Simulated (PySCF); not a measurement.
# Circular dichroism and optical rotation of `CC[C@@H](C)[Si@H](N)P`, C$_{4}$H$_{14}$NPSi

Computed, not measured: TDDFT PBE0/def2-SVPD circular dichroism and optical rotation, one conformer, gas phase (PySCF 2.14.0). Geometry: GFN2-xTB.

Input:
```
{"job": {"kind": "ecd", "xc": "PBE0", "basis": "def2-SVPD", "nstates": 8}, "charge": 0, "multiplicity": 1}
C     -2.500053    -0.845281     0.151214
C     -0.977242    -0.827018     0.229263
C     -0.345399     0.480903    -0.251219
C     -0.738554     1.659963     0.632173
Si     1.555903     0.280282    -0.318496
N      1.904699    -0.806218    -1.610278
P      2.233800    -0.828905     1.510957
H     -2.830463    -0.602607    -0.857323
H     -2.877282    -1.833279     0.407043
H     -2.939816    -0.128616     0.840539
H     -0.665307    -1.010708     1.262788
H     -0.584791    -1.645329    -0.379373
H     -0.708744     0.681532    -1.264018
H     -1.811730     1.836313     0.604946
H     -0.450444     1.469661     1.665184
H     -0.242902     2.570613     0.301658
H      2.177392     1.617897    -0.448426
H      1.601342    -0.579903    -2.542936
H      2.795139    -1.275010    -1.636766
H      3.536162    -0.365168     1.463259
H      1.859371     0.167820     2.394044
```
Coordinates are in Å.

Command: `OMP_NUM_THREADS=1 python excited_run.py task.json out`

(1) What does the run print?

## Answers

(1) H and L stand for HOMO and LUMO.
```
coarse grid: 17336 points
cycle   1  E = -845.4677414685  dE =  3.819e-01  |g| = 5.353e-01  |ddm| = 6.340e+00
cycle   2  E = -845.4219706198  dE =  4.577e-02  |g| = 6.941e-01  |ddm| = 1.885e+00
cycle   3  E = -845.5405927300  dE = -1.186e-01  |g| = 5.848e-02  |ddm| = 1.003e+00
cycle   4  E = -845.5413156306  dE = -7.229e-04  |g| = 2.706e-02  |ddm| = 1.442e-01
cycle   5  E = -845.5414881312  dE = -1.725e-04  |g| = 5.708e-03  |ddm| = 4.299e-02
cycle   6  E = -845.5414962048  dE = -8.074e-06  |g| = 1.654e-03  |ddm| = 1.554e-02
final grid: 154888 points
cycle   7  E = -845.6407004335  dE = -5.588e-05  |g| = 9.962e-03  |ddm| = 1.616e-01
cycle   8  E = -845.6406839282  dE =  1.651e-05  |g| = 1.276e-02  |ddm| = 3.395e-02
cycle   9  E = -845.6407263988  dE = -4.247e-05  |g| = 7.615e-04  |ddm| = 1.866e-02
cycle  10  E = -845.6407265393  dE = -1.405e-07  |g| = 2.375e-04  |ddm| = 1.952e-03
cycle  11  E = -845.6407265529  dE = -1.362e-08  |g| = 6.027e-05  |ddm| = 5.556e-04
cycle  12  E = -845.6407265538  dE = -8.806e-10  |g| = 1.947e-05  |ddm| = 1.797e-04
converged SCF energy = -845.6407265538

Singlet excitations and rotatory strengths (1e-40 esu^2 cm^2)
state   eV       nm     f(len)   f(vel)    R(len)    R(vel)   main configurations
  1   6.1463   201.7  0.00760  0.00839    15.199    16.185   H->L 0.75, H-1->L 0.16
  2   6.3423   195.5  0.00702  0.00777    -3.503    -3.869   H-1->L 0.65, H->L+2 0.14
  3   6.6479   186.5  0.00898  0.00982     0.583     2.391   H->L+1 0.63, H->L+3 0.14, H->L 0.09
  4   6.8425   181.2  0.11222  0.12094    -8.341    -8.124   H->L+2 0.55, H-1->L+2 0.25
  5   6.9790   177.7  0.05775  0.06216    31.325    31.328   H-1->L+2 0.27, H-1->L+1 0.17, H->L+2 0.15
  6   7.0146   176.8  0.02315  0.02472    32.561    33.578   H-1->L+1 0.58, H-1->L+2 0.11
  7   7.0953   174.7  0.04736  0.05230   -56.778   -60.479   H->L+3 0.49, H-1->L+2 0.15, H-2->L 0.13
  8   7.1664   173.0  0.03099  0.03217    19.089    20.193   H-2->L 0.67, H-1->L+2 0.16

Specific rotation (deg / (dm g/mL))
    nm     length   length(OI)   velocity    alpha(len)  alpha(vel)
  633.0      90.56      90.22      96.83      113.312    114.740
  589.3     107.23     106.84     114.73      113.788    115.232
  546.0     129.04     128.58     138.19      114.387    115.849
  436.0     231.92     231.23     249.17      116.893    118.436
  405.0     286.28     285.50     307.97      118.049    119.631
  365.0     394.00     393.11     424.66      120.086    121.738
  355.0     431.45     430.55     465.27      120.729    122.403
```

The molecule is flexible and this is one conformer; a measurement averages over conformers. States above about 7.1 eV (minus the energy of the highest occupied orbital) lie near or above the ionisation threshold and depend on the basis.

It took 99 s wall time on 1 thread of an Arm Neoverse V2, shared host, peak memory 1.1 GiB.
